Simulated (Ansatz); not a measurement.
The cluster NbO₂. Charge 0, multiplicity 2. Geometry PBE0-D4/def2-TZVP.

Cartesian coordinates in Å:
```
Nb 0.013 -0.979 -0.622
O -0.700 0.398 0.442
O 0.687 0.582 0.179
```

In the def2 sets Nb takes a core potential; there is no spin–orbit coupling. B3LYP takes the VWN-RPA correlation. The structure holds 1 bond(s) between oxygen atoms. At PBE-D4/def2-TZVP, r2SCAN-D4/def2-TZVP, B3LYP-D4/def2-TZVP, PBE0-D4/def2-TZVP and others the charge 0 doublet is spin-contaminated (final ⟨S²⟩ up to 1.57, 0.75 for a pure state). No other spin state of charge 0 was run. The geometry of the doublet was relaxed on an unsound state (⟨S²⟩ 1.52, where a pure state has 0.75). Another isomer (doublet) lies 5.13 eV lower at PBE0-D4/def2-TZVP; other spin states weren't run for this one.

Q: Estimate the α-spin orbital energies around the gap (eV) in Ansatz with PBE-D4/def2-TZVP, r2SCAN-D4/def2-TZVP, B3LYP-D4/def2-TZVP, PBE0-D4/def2-TZVP, ωB97M-V/def2-TZVP.

A: 
```csv
orbital,PBE-D4/def2-TZVP,r2SCAN-D4/def2-TZVP,B3LYP-D4/def2-TZVP,PBE0-D4/def2-TZVP,ωB97M-V/def2-TZVP
HOMO−5,-11.04,-11.22,-12.22,-12.47,-14.97
HOMO−4,-10.98,-11.16,-12.17,-12.40,-14.85
HOMO−3,-8.32,-8.40,-9.33,-9.51,-11.86
HOMO−2,-6.64,-6.66,-7.61,-7.74,-10.14
HOMO−1,-4.69,-5.05,-5.93,-6.17,-8.64
HOMO,-4.58,-4.85,-5.35,-5.52,-7.55
LUMO,-3.62,-3.41,-2.78,-2.52,-0.89
LUMO+1,-3.32,-2.85,-2.60,-2.17,-0.30
LUMO+2,-2.84,-2.55,-2.38,-2.03,-0.27
LUMO+3,-2.59,-2.42,-2.02,-1.76,-0.20
LUMO+4,-0.78,-0.35,-0.31,-0.08,1.06
LUMO+5,-0.69,-0.18,0.32,0.68,1.91
β HOMO,-4.37,-4.65,-5.24,-5.44,-7.39
β LUMO,-3.21,-2.92,-2.67,-2.25,-0.81
```
